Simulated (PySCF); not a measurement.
# What a mistake does to a calculation on B2ClHN cation

All numbers below are calculated, not measured. The program is PySCF 2.14.0, an open-source quantum chemistry code, run on an isolated molecule that a program drew, which may never have been made. The molecule is B2ClHN cation (charge +1, singlet), drawn as the SMILES string `[BH+]N=BCl`.

Each row is a Hartree-Fock (HF) and frozen-core CCSD(T) single point in the cc-pV(D+d)Z basis, meant for a local HF minimum. Run 1 is clean. Each other run has one planted mistake out of seven kinds, and not every kind appears here: one electron removed, one electron added, multiplicity raised by two, geometry at a saddle point, minimal basis STO-3G, one bond length entered in bohr, all coordinates scaled. The reference is restricted for singlets and unrestricted otherwise, and also for a bond in bohr. Adding or removing an electron swaps singlet and doublet. Electrons count all cores. HOMO and LUMO are orbital energies over both spins, the gradient is its largest component, and the lowest frequency (negative if imaginary) is given only where the gradient is small. Bond lengths are over the 4 bonds as drawn. T1 is the CCSD diagnostic: over 0.02 (restricted) or 0.045 (unrestricted) a single reference is doubtful.

Geometry of the clean run:
```xyz
5
B2ClHN cation, angstrom
B    -1.2224   -1.8622   -0.1718
N    -1.0622   -0.6238   -0.4477
B    -0.8998    0.6287   -0.7268
Cl   -0.6943    2.2143   -1.0801
H    -1.3687   -2.9936    0.0803
```

| run | electrons | basis functions | <S^2> | HOMO (eV) | LUMO (eV) | gradient (hartree/bohr) | lowest frequency (cm^-1) | mean bond (Å) | longest bond (Å) | T1 | HF (hartree) | CCSD(T) (hartree) | mistake |
|---|---|---|---|---|---|---|---|---|---|---|---|---|---|
| 1 | 34 | 70 | 0.000 | -18.89 | -3.91 | 2.5e-05 | 122 | 1.3445 | 1.637 | 0.0163 | -563.73168 | -564.19235 | no fault |
| 2 | 34 | 70 | 0.000 | -18.25 | -4.27 | 7.5e-02 | - | 1.4601 | 1.778 | 0.0199 | -563.68673 | -564.16297 | all coordinates scaled |
| 3 | 33 | 70 | 0.774 | -25.21 | -15.74 | 1.4e-01 | - | 1.3445 | 1.637 | 0.0658 | -563.09726 | -563.52622 | one electron removed |
| 4 | 34 | 25 | 0.000 | -18.09 | -2.34 | 4.8e-02 | - | 1.3445 | 1.637 | 0.0203 | -557.49880 | -557.67583 | ? |

**Which mistake was planted in run 4, and what did it cost?**

It has 25 basis functions where the clean run has 70, with the same electrons and geometry. So the mistake is: minimal basis STO-3G. Subtracting run 1 and multiplying by 627.51 kcal/mol a hartree, the energy moved by 3911.2 kcal/mol in HF and 4089.2 kcal/mol in CCSD(T).

Cautions from the logs. Run 3: T1 is over the limit, so its CCSD(T) energy is less reliable; run 4: T1 is over the limit, so its CCSD(T) energy is less reliable.
